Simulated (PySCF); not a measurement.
PySCF job for C₇H₈, SMILES C1=CC2C=CC1C2, TDA-M06-2X/def2-SVPD. Geometry: ωB97X-D3(BJ)/def2-SVP. One conformer was computed; it need not be the lowest.

```python
import numpy as np
from pyscf import gto, scf, dft, tdscf

mol = gto.M(
    atom='''
    C     0.66826679   -1.23960772    0.52104604
    C    -0.66826678   -1.23960772    0.52104603
    C    -1.11924246   -0.00000001   -0.27552060
    C    -0.66826679    1.23960773    0.52104603
    C     0.66826678    1.23960773    0.52104603
    C     1.11924246   -0.00000000   -0.27552060
    C     0.00000000   -0.00000001   -1.35234610
    H     1.34009361   -1.93527508    1.02761172
    H    -1.34009360   -1.93527508    1.02761172
    H    -2.16224324   -0.00000001   -0.61940834
    H    -1.34009361    1.93527509    1.02761170
    H     1.34009360    1.93527509    1.02761170
    H     2.16224325   -0.00000000   -0.61940833
    H     0.00000000    0.90561208   -1.97820558
    H     0.00000001   -0.90561210   -1.97820557
    ''',
    basis='def2-SVPD',
    charge=0,
    spin=0,
    symmetry=True,
    max_memory=1600,
    verbose=4,
)
mf = dft.RKS(mol, xc='m06-2x').density_fit(auxbasis='def2-universal-jkfit')
mf.grids.level = 4
mf.conv_tol = 1e-9
mf.max_cycle = 100
mf.kernel()
mf.grids = dft.Grids(mol).set(level=2).build(with_non0tab=True)  # coarser grid for the response kernel
td = tdscf.TDA(mf)
td.singlet = True
td.nstates = 6
td.conv_tol = 1e-4
td.kernel(x0=td.get_init_guess(mf, 11))
td.analyze()
tt = tdscf.TDA(mf)
tt.singlet = False
tt.nstates = 2
tt.conv_tol = 1e-4
tt.kernel(x0=tt.get_init_guess(mf, 7))
tt.analyze(verbose=3)
```

Log of the run:

```
PySCF version 2.14.0

[INPUT] verbose = 4
[INPUT] num. atoms = 15
[INPUT] num. electrons = 50
[INPUT] charge = 0
[INPUT] spin (= nelec alpha-beta = 2S) = 0
[INPUT] symmetry True subgroup None
[INPUT] Mole.unit = angstrom
[INPUT] Symbol           X                Y                Z      unit          X                Y                Z       unit  Magmom
[INPUT]  1 C      0.668266790000  -1.239607720000   0.521046040000 AA    1.262841211242  -2.342519092697   0.984634313889 Bohr   0.0
[INPUT]  2 C     -0.668266780000  -1.239607720000   0.521046030000 AA   -1.262841192345  -2.342519092697   0.984634294992 Bohr   0.0
[INPUT]  3 C     -1.119242460000  -0.000000010000  -0.275520600000 AA   -2.115061716384  -0.000000018897  -0.520658475676 Bohr   0.0
[INPUT]  4 C     -0.668266790000   1.239607730000   0.521046030000 AA   -1.262841211242   2.342519111594   0.984634294992 Bohr   0.0
[INPUT]  5 C      0.668266780000   1.239607730000   0.521046030000 AA    1.262841192345   2.342519111594   0.984634294992 Bohr   0.0
[INPUT]  6 C      1.119242460000   0.000000000000  -0.275520600000 AA    2.115061716384   0.000000000000  -0.520658475676 Bohr   0.0
[INPUT]  7 C      0.000000000000  -0.000000010000  -1.352346100000 AA    0.000000000000  -0.000000018897  -2.555563754624 Bohr   0.0
[INPUT]  8 H      1.340093610000  -1.935275080000   1.027611720000 AA    2.532409904180  -3.657139876896   1.941904713193 Bohr   0.0
[INPUT]  9 H     -1.340093600000  -1.935275080000   1.027611720000 AA   -2.532409885282  -3.657139876896   1.941904713193 Bohr   0.0
[INPUT] 10 H     -2.162243240000  -0.000000010000  -0.619408340000 AA   -4.086047538292  -0.000000018897  -1.170512121871 Bohr   0.0
[INPUT] 11 H     -1.340093610000   1.935275090000   1.027611700000 AA   -2.532409904180   3.657139895793   1.941904675399 Bohr   0.0
[INPUT] 12 H      1.340093600000   1.935275090000   1.027611700000 AA    2.532409885282   3.657139895793   1.941904675399 Bohr   0.0
[INPUT] 13 H      2.162243250000   0.000000000000  -0.619408330000 AA    4.086047557189   0.000000000000  -1.170512102974 Bohr   0.0
[INPUT] 14 H      0.000000000000   0.905612080000  -1.978205580000 AA    0.000000000000   1.711358806298  -3.738266764286 Bohr   0.0
[INPUT] 15 H      0.000000010000  -0.905612100000  -1.978205570000 AA    0.000000018897  -1.711358844092  -3.738266745389 Bohr   0.0

nuclear repulsion = 287.494023667862
point group symmetry = C2v
symmetry origin: [ 7.55890456e-10 -3.77945097e-10 -8.88178420e-18]
symmetry axis x: [1.00000000e+00 9.60560975e-09 3.22969132e-09]
symmetry axis y: [ 9.60560976e-09 -1.00000000e+00 -2.94685089e-09]
symmetry axis z: [-3.22969129e-09 -2.94685097e-09  1.00000000e+00]
num. orbitals of irrep A1 = 64
num. orbitals of irrep A2 = 40
num. orbitals of irrep B1 = 54
num. orbitals of irrep B2 = 46
number of shells = 88
number of NR pGTOs = 290
number of NR cGTOs = 204
basis = def2-SVPD
ecp = {}


[settings echo left out]
init E= -272.539752927215
HOMO (B2) = -0.260858671725132  LUMO (B1) = -0.0701517195239054  gap/eV = 5.18940
cycle= 1 E= -271.139996246295  delta_E=  1.4  |g|= 0.285  |ddm|=  7.9
HOMO (B2) = -0.249940721468811  LUMO (B1) = 0.037508849069428  gap/eV = 7.82190
cycle= 2 E= -271.158116763315  delta_E= -0.0181  |g|= 0.185  |ddm|= 1.76
HOMO (B2) = -0.29106600332435  LUMO (B1) = 0.00999044187950915  gap/eV = 8.19216
cycle= 3 E= -271.166515302788  delta_E= -0.0084  |g|= 0.0544  |ddm|= 0.713
HOMO (B2) = -0.283392201624336  LUMO (B1) = 0.0167266009864324  gap/eV = 8.16665
cycle= 4 E= -271.167245476702  delta_E= -0.00073  |g|= 0.0121  |ddm|= 0.267
HOMO (B2) = -0.282874834582048  LUMO (B1) = 0.0168336257601762  gap/eV = 8.15548
cycle= 5 E= -271.167278649348  delta_E= -3.32e-05  |g|= 0.00355  |ddm|= 0.0405
HOMO (B2) = -0.282791695027213  LUMO (B1) = 0.0169639674930364  gap/eV = 8.15677
cycle= 6 E= -271.167281857888  delta_E= -3.21e-06  |g|= 0.000442  |ddm|= 0.0115
HOMO (B2) = -0.282772840022972  LUMO (B1) = 0.0169823213257967  gap/eV = 8.15675
cycle= 7 E= -271.167281933909  delta_E= -7.6e-08  |g|= 0.000125  |ddm|= 0.00268
HOMO (B2) = -0.282778718999259  LUMO (B1) = 0.0169819219071181  gap/eV = 8.15690
cycle= 8 E= -271.167281939888  delta_E= -5.98e-09  |g|= 4.04e-05  |ddm|= 0.00101
HOMO (B2) = -0.282776439194775  LUMO (B1) = 0.0169834503257915  gap/eV = 8.15688
cycle= 9 E= -271.167281940476  delta_E= -5.88e-10  |g|= 1.61e-05  |ddm|= 0.000177
HOMO (B2) = -0.282778746676969  LUMO (B1) = 0.0169821480285366  gap/eV = 8.15691
Extra cycle  E= -271.167281940505  delta_E= -2.85e-11  |g|= 1.44e-05  |ddm|= 7.41e-05
converged SCF energy = -271.167281940505
tot grids = 121432


******** <class 'pyscf.tdscf.rks.TDA'> for <class 'pyscf.df.df_jk.DFSymAdaptedRKS'> ********
nstates = 6 singlet
deg_eia_thresh = 1.000e-03
wfnsym = None
conv_tol = 0.0001
eigh lindep = 1e-12
eigh level_shift = 0
eigh max_cycle = 100


Excitation energies (eV)
[5.4171816  6.16832887 6.52219711 7.08222475 7.25763187 7.3318214 ]

** Singlet excitation energies and oscillator strengths **
Excited State   1:   A2      5.41718 eV    228.87 nm  f=0.0000
      25 -> 26       -0.68812
Excited State   2:   B1      6.16833 eV    201.00 nm  f=0.0223
      24 -> 26        0.63203
      25 -> 28        0.27232
Excited State   3:   B2      6.52220 eV    190.10 nm  f=0.0161
      24 -> 30        0.12690
      25 -> 27        0.67986
      25 -> 31        0.11004
Excited State   4:   A1      7.08222 eV    175.06 nm  f=0.0389
      24 -> 27       -0.43495
      25 -> 30       -0.53395
Excited State   5:   A2      7.25763 eV    170.83 nm  f=0.0000
      24 -> 28        0.47508
      25 -> 29       -0.50603
Excited State   6:   A2      7.33182 eV    169.10 nm  f=0.0000
      21 -> 26        0.11384
      24 -> 28        0.45691
      24 -> 34       -0.17342
      25 -> 29        0.47094

** Transition electric dipole moments (AU) **
state          X           Y           Z        Dip. S.      Osc.
  1        -0.0000      0.0000     -0.0000      0.0000      0.0000
  2         0.3839     -0.0000      0.0000      0.1473      0.0223
  3        -0.0000     -0.3178      0.0000      0.1010      0.0161
  4         0.0000      0.0000      0.4735      0.2242      0.0389
  5         0.0000     -0.0000     -0.0000      0.0000      0.0000
  6         0.0000     -0.0000     -0.0000      0.0000      0.0000

** Transition velocity dipole moments (imaginary part, AU) **
state          X           Y           Z        Dip. S.      Osc.
  1        -0.0000      0.0000      0.0000      0.0000      0.0000
  2        -0.0373     -0.0000      0.0000      0.0014      0.0041
  3        -0.0000     -0.0720      0.0000      0.0052      0.0144
  4         0.0000      0.0000      0.1241      0.0154      0.0394
  5         0.0000      0.0000     -0.0000      0.0000      0.0000
  6         0.0000     -0.0000     -0.0000      0.0000      0.0000

** Transition magnetic dipole moments (imaginary part, AU) **
state          X           Y           Z
  1        -0.0000      0.0000      1.4991
  2         0.0000     -0.9291      0.0000
  3        -1.0511     -0.0000      0.0000
  4         0.0000      0.0000     -0.0000
  5        -0.0000      0.0000      0.7758
  6        -0.0000      0.0000      0.6011


******** <class 'pyscf.tdscf.rks.TDA'> for <class 'pyscf.df.df_jk.DFSymAdaptedRKS'> ********
nstates = 2 triplet
deg_eia_thresh = 1.000e-03
wfnsym = None
conv_tol = 0.0001
eigh lindep = 1e-12
eigh level_shift = 0
eigh max_cycle = 100


Excitation energies (eV)
[3.87379854 4.39587281]

** Triplet excitation energies and oscillator strengths **
Excited State   1:   A2      3.87380 eV    320.06 nm  f=0.0000
Excited State   2:   B1      4.39587 eV    282.05 nm  f=0.0000
```

The calculation finished and met its thresholds.

Cost: very roughly 10 core-minutes.
